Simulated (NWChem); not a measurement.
Species: BiHTeF₂; SMILES [Bi]([F])([F])[TeH]

```xyz
5

Bi    -0.0011     0.8386     0.1748
F     -1.4732     1.1817    -1.1785
F      1.4650     1.1900    -1.1835
Te    -0.0125    -2.0054     0.0047
H      0.0632    -2.0173     1.6738
```
Atoms are numbered in this order, from 1.

Level: PBE0/def2-SVP with def2 effective core potentials on Te, Bi (NWChem), optimised geometry, unscaled harmonic frequencies. def2 effective core potentials on Te, Bi; no spin-orbit coupling.

| frequency (cm⁻¹) | IR intensity (km/mol) |
|---|---|
| 12 | 0.1 |
| 112 | 6.8 |
| 133 | 0.0 |
| 170 | 19.8 |
| 182 | 8.8 |
| 511 | 4.8 |
| 584 | 61.8 |
| 593 | 73.8 |
| 2120 | 46.5 |

The zero-point energy comes out as 6.3 kcal/mol and the thermal correction to the enthalpy at 298.15 K (with zero-point energy) is 11.2 kcal/mol. The heat capacity Cv is 18.9 cal/(mol K) and the entropy at 298.15 K and 1 atm (symmetry number 1) is 93.6 cal/(mol K).

Rigid rotor and harmonic oscillator; modes under 100 cm⁻¹ make the entropy uncertain.
